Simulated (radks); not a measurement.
The potassium ion K+, 18 electrons, occupied as [Ar] (the NIST ground configuration). Calculated with a radial shooting solver on a logarithmic mesh with Libxc functionals: scalar-relativistic Kohn-Sham, PBE, spin-polarised, spherical densities, finite nucleus; Fermi nuclear charge, rms radius 3.4349 fm.

Radial electron density D(r) = 4 pi r^2 rho(r):

| r (bohr) | D(r) (e/bohr) |
|---|---|
| 0.007726 | 2.649 |
| 0.009822 | 3.936 |
| 0.01249 | 5.722 |
| 0.01587 | 8.095 |
| 0.02018 | 11.07 |
| 0.02565 | 14.48 |
| 0.03261 | 17.95 |
| 0.04146 | 20.79 |
| 0.05228 | 22.18 |
| 0.06646 | 21.65 |
| 0.08449 | 19.37 |
| 0.1074 | 16.75 |
| 0.1365 | 15.86 |
| 0.1736 | 17.85 |
| 0.2207 | 21.35 |
| 0.2805 | 22.82 |
| 0.3538 | 19.76 |
| 0.4497 | 13.06 |
| 0.5717 | 7.132 |
| 0.7268 | 5.224 |
| 0.9239 | 6.240 |
| 1.175 | 6.718 |
| 1.493 | 5.143 |
| 1.898 | 2.727 |
| 2.394 | 1.032 |
| 3.043 | 0.2532 |
| 3.869 | 0.03820 |
| 4.918 | 0.003080 |

D(r) has 3 maxima, at r = 0.0553, 0.272, 1.11 bohr, and minima at 0.131, 0.721 bohr, inside which lie 2.16, 10.34 electrons.
